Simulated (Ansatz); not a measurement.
Reaction (formal exchange of groups at the Si–C bond): `C[SiH](F)C=N` + `CC(O)(F)F` → `C[SiH](F)F` + `CC(O)(F)C=N`

Computed with Ansatz on PBE0-D4/def2-TZVP structures; ΔE is electronic, products minus reactants. CBS: MP2 limit from def2 TZ/QZ plus the TZ coupled-cluster correction, frozen cores. DFT in def2-TZVPP. B3LYP here is the variant with VWN-RPA as its local correlation; programs differ in this. Each species was taken in one conformer, which may not be the lowest.

```
             level  ΔE (kcal/mol)  difference from CCSD(T)/CBS
            PBE-D4          -36.5                          4.8
         r2SCAN-D4          -38.7                          2.6
          B3LYP-D4          -39.0                          2.3
           ωB97X-V          -38.4                          2.9
           ωB97M-V          -38.9                          2.4
               PBE          -36.3                          5.0
              PBE0          -37.4                          3.9
             B3LYP          -38.7                          2.6
    MP2/def2-TZVPP          -42.5                         -1.2
SCS-MP2/def2-TZVPP          -41.8                         -0.5
   CCSD/def2-TZVPP          -40.6                          0.7
CCSD(T)/def2-TZVPP          -40.4                          0.9
     HF/def2-QZVPP          -40.2                          1.1
SCS-MP2/def2-QZVPP          -42.5                         -1.2
      HF/CBS(def2)          -40.3                          1.0
    CCSD/CBS(def2)          -41.5                         -0.2
       CCSD(T)/CBS          -41.3                            0
```

Largest T1 diagnostic among the species: 0.012.

From PBE to PBE0 (25 % exact exchange), in def2-TZVPP and without D4, ΔE moves by −1.1 kcal/mol.
